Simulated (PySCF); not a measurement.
# SMILES C[Se]C(F)=C=C=C=CF, C6H4F2Se

Molfile (atoms numbered from 1):
```
C6H4F2Se
     RDKit          3D

 13 12  0  0  0  0  0  0  0  0999 V2000
   -2.2544    0.5146    0.5608 C   0  0  0  0  0  0  0  0  0  0  0  0
   -2.7136    0.3907   -1.3291 Se  0  0  0  0  0  2  0  0  0  0  0  0
   -0.9738   -0.0683   -1.9542 C   0  0  0  0  0  0  0  0  0  0  0  0
   -0.9720   -0.2325   -3.2859 F   0  0  0  0  0  0  0  0  0  0  0  0
    0.0938   -0.2127   -1.2112 C   0  0  0  0  0  0  0  0  0  0  0  0
    1.0585   -0.2945   -0.3915 C   0  0  0  0  0  0  0  0  0  0  0  0
    2.0402   -0.4212    0.4047 C   0  0  0  0  0  0  0  0  0  0  0  0
    3.0536   -0.4906    1.2251 C   0  0  0  0  0  0  0  0  0  0  0  0
    3.8148    0.5800    1.5253 F   0  0  0  0  0  0  0  0  0  0  0  0
   -1.9277   -0.4597    0.9165 H   0  0  0  0  0  0  0  0  0  0  0  0
   -3.1478    0.8278    1.0929 H   0  0  0  0  0  0  0  0  0  0  0  0
   -1.4628    1.2489    0.6892 H   0  0  0  0  0  0  0  0  0  0  0  0
    3.3867   -1.3819    1.7399 H   0  0  0  0  0  0  0  0  0  0  0  0
  1  2  1  0
  2  3  1  0
  3  4  1  0
  3  5  2  0
  5  6  2  0
  6  7  2  0
  7  8  2  0
  8  9  1  0
  1 10  1  0
  1 11  1  0
  1 12  1  0
  8 13  1  0
M  END
```

Method used: TDDFT CAM-B3LYP/def2-SVPD circular dichroism and optical rotation, one conformer, gas phase (PySCF 2.14.0). Geometry: GFN2-xTB.

The calculation is non-relativistic, which matters for the atoms heavier than Zn. No stereocentre is labelled: unless the shape is locked (an allene, a helicene, a hindered biaryl), the mirror image is equally populated and a measured rotation or CD is zero.

Problem. Draw the ECD and absorption spectra from the lowest 12 states, each a Gaussian of half-width 0.3 eV at 1/e height.

Solution. 
| E (eV) | λ (nm) | Δε (L mol⁻¹ cm⁻¹) | ε (L mol⁻¹ cm⁻¹) |
| --- | --- | --- | --- |
| 2.59 | 480 | +0.03 | 1.38 |
| 2.74 | 453 | +0.10 | 5.67 |
| 2.89 | 430 | +0.26 | 14.2 |
| 3.04 | 409 | +0.40 | 21.5 |
| 3.19 | 389 | +0.36 | 19.9 |
| 3.34 | 372 | +0.19 | 12.4 |
| 3.49 | 356 | +0.01 | 22.1 |
| 3.64 | 341 | -0.15 | 156 |
| 3.79 | 328 | -0.19 | 809 |
| 3.94 | 315 | +0.24 | 2570 |
| 4.09 | 304 | +1.06 | 4970 |
| 4.24 | 293 | +1.34 | 5830 |
| 4.39 | 283 | +0.32 | 4170 |
| 4.54 | 273 | -1.65 | 2060 |
| 4.69 | 265 | -3.46 | 2510 |
| 4.84 | 256 | -4.88 | 9610 |
| 4.99 | 249 | -7.31 | 27100 |
| 5.14 | 241 | -10.33 | 46700 |
| 5.29 | 235 | -10.20 | 49000 |
| 5.44 | 228 | -6.23 | 31300 |
| 5.59 | 222 | -2.53 | 12800 |
| 5.74 | 216 | -1.69 | 5780 |
| 5.89 | 211 | -3.50 | 11100 |
| 6.04 | 205 | -7.20 | 30300 |
| 6.19 | 200 | -10.22 | 55800 |
| 6.34 | 196 | -8.77 | 64000 |
| 6.49 | 191 | -3.13 | 45200 |
| 6.64 | 187 | +2.18 | 20200 |

Δε uses R in velocity form, ε uses f in length form. Only the states computed contribute, so the short-wavelength end is incomplete.
